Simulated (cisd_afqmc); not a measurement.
Input (AFQMC/CISD/cc-pVTZ; cisd_afqmc is a phaseless AFQMC code with CISD trial states that reads the integrals written by Ansatz):

Ansatz 0.2 input:
```python
import cisd_afqmc

open("ham.yaml", "w").write("""\
crystal:
  periodic: [false, false, false]
  atoms:
    - {symbol: B, position_ang: [0.11956204, 0.20438511, 0.05739984]}
    - {symbol: H, position_ang: [-1.03969664, -0.32502172, 0.16632257]}
    - {symbol: H, position_ang: [-0.18756538, -0.93286924, 0.55573881]}
    - {symbol: H, position_ang: [0.62945182, 0.23596541, -1.00906060]}
basis:
  gaussian:
    orbitals: cc-pVTZ
magnetization: {spin_polarized: true, initial_magnetization: 2}
correlation: {method: ccsd, electrons: outside_noble_gas, hamiltonian_folder: ham}
""")
rep = cisd_afqmc.ansatz("ham.yaml")
e_ccsd = rep["correlation"]["coupled_cluster"]["energy"]["hartree"]
out = cisd_afqmc.run("ham", e_ccsd, trial="CISD", walkers=100, populations=8, threads=8, dt=0.005, steps=40, early=24, settle=10, least=32,
    cut=5e-5, rank_cut=2e-4, target=0.0004, seconds=1500, seed=1, memory=17280, gpu=False)
```

Output:

```
orbitals 71, occupied [4, 2], factors 318 of 401, rank of the doubles 180 of 406
E(HF) = -26.269861
E(CCSD) on the cut factors = -26.393643, shift to the whole factors -0.000010
Energy of the trial state on the determinant = -26.393531
  tau behind 7.2 of longer steps, mean of the populations' last blocks
   2.0  -26.39750
   4.0  -26.39741
   6.0  -26.39748
   8.0  -26.39718
blocks 273 (0 outliers left out), error by blocks joined: 1: 0.00006, 2: 0.00008, 4: 0.00009, 8: 0.00011, 16: 0.00012
E(AFQMC/CISD) = -26.39739 +/- 0.00012
```

This triplet is an excited state, 3.8 eV above the singlet at CCSD(T)/cc-pV5Z (Ansatz).
